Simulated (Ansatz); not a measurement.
Geometry optimisation, Ansatz, RKS PBE0-D4/def2-SVPD.

The input (input.yaml):

```yaml
crystal:
  periodic: [false, false, false]
  atoms:
    - { symbol: Al, position_ang: [-0.000754, 0.526798, -0.207013] }
    - { symbol: H, position_ang: [-0.148961, -0.237748, 2.438026] }
    - { symbol: O, position_ang: [1.496935, -0.148687, -0.668996] }
    - { symbol: H, position_ang: [1.633343, -0.93578, -1.194543] }
    - { symbol: O, position_ang: [-1.538942, -0.099721, -0.574149] }
    - { symbol: H, position_ang: [-1.741889, -0.917484, -1.024206] }
    - { symbol: O, position_ang: [0.011842, 2.038638, 0.669305] }
    - { symbol: H, position_ang: [0.841532, 2.498253, 0.806667] }
    - { symbol: H, position_ang: [-0.130705, 0.445131, 2.206209] }
basis:
  gaussian: { orbitals: def2-SVPD }
hamiltonian:
  xc: pbe0
  dispersion: d4
relax:
  f_tol: 0.03
  max_steps: 50
output:
  orbitals: {}
```

Command:

```bash
$ ansatz run input.yaml --threads 4 --pin off --max-ram 5120MiB --backend cpu --events-out ev --progress --plain --runs-dir out
```

Task: Where does it end, and by what steps?

Result: The forces met the threshold. The force dipped under the threshold on the way, but the program's further checks kept it going. After 10 steps the energy has fallen by 0.135 eV; H2 moved furthest, 0.58 Å.

```
step  energy less start (eV)  largest force component (eV/Å)  accepted
   0                  0.0000                           1.718       yes
   1                 -0.0773                           0.744       yes
   2                 -0.1020                           0.526       yes
   3                 -0.1252                           0.425       yes
   4                 -0.1220                           0.294        no
   5                 -0.1247                           0.386        no
   6                 -0.1331                           0.095       yes
   7                 -0.1345                           0.035       yes
   8                 -0.1348                           0.008       yes
   9                 -0.0589                           1.493        no
  10                 -0.1349                           0.025       yes
```

```xyz
9
Properties=species:S:1:pos:R:3
Al -0.018 0.595 -0.082
H 0.012 -0.484 1.937
O 1.467 -0.177 -0.441
H 1.592 -1.004 -0.904
O -1.558 -0.027 -0.472
H -1.752 -0.857 -0.904
O 0.005 2.193 0.516
H 0.809 2.693 0.651
H -0.134 0.238 2.149
```

Whether the end is a true minimum wasn't checked by a vibrational analysis.

Time of the run: 17 s on 4 threads of Arm Neoverse V2, with other jobs on the host, peak memory 0.29 GiB.
